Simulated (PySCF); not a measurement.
# H (hydrogen, neutral) across methods

3d1, 2D determinant (an excited configuration). Calculation: PySCF 2.14, in aug-cc-pVQZ with one added diffuse shell each of s, p, d, f type (6s5p4d3f, 62 functions); no relativity, point nucleus.

```json
{"method": "BLYP", "E (hartree)": "-0.0370", "mean ε 3d α (eV)": "0.626", "Σ⟨r²⟩ (bohr²)": "32.90", "⟨S²⟩": "0.750"}
{"method": "UHF", "E (hartree)": "-0.00822", "mean ε 3d α (eV)": "-0.224", "Σ⟨r²⟩ (bohr²)": "32.48", "⟨S²⟩": "0.750"}
{"method": "LDA", "E (hartree)": "-0.0257", "mean ε 3d α (eV)": "0.807", "Σ⟨r²⟩ (bohr²)": "32.87", "⟨S²⟩": "0.750"}
{"method": "PBE", "E (hartree)": "-0.0360", "mean ε 3d α (eV)": "0.544", "Σ⟨r²⟩ (bohr²)": "32.90", "⟨S²⟩": "0.750"}
{"method": "wB97M-V", "E (hartree)": "-0.0068", "mean ε 3d α (eV)": "0.112", "Σ⟨r²⟩ (bohr²)": "32.68", "⟨S²⟩": "0.750"}
{"method": "BP86", "E (hartree)": "-0.0416", "mean ε 3d α (eV)": "0.450", "Σ⟨r²⟩ (bohr²)": "32.85", "⟨S²⟩": "0.750"}
{"method": "r2SCAN", "E (hartree)": "-0.0266", "mean ε 3d α (eV)": "0.693", "Σ⟨r²⟩ (bohr²)": "32.84", "⟨S²⟩": "0.750"}
{"method": "HSE06", "E (hartree)": "-0.0312", "mean ε 3d α (eV)": "0.603", "Σ⟨r²⟩ (bohr²)": "32.82", "⟨S²⟩": "0.750"}
{"method": "PBE0", "E (hartree)": "-0.0302", "mean ε 3d α (eV)": "0.309", "Σ⟨r²⟩ (bohr²)": "32.78", "⟨S²⟩": "0.750"}
```

The outer electron is Rydberg-like, and this basis confines it to a smaller radius and binds it less than a complete one would.

The highest occupied level is positive at BLYP, LDA, PBE, wB97M-V, BP86, r2SCAN, HSE06, PBE0: only the finite basis holds that electron, which in a density functional comes from self-interaction.
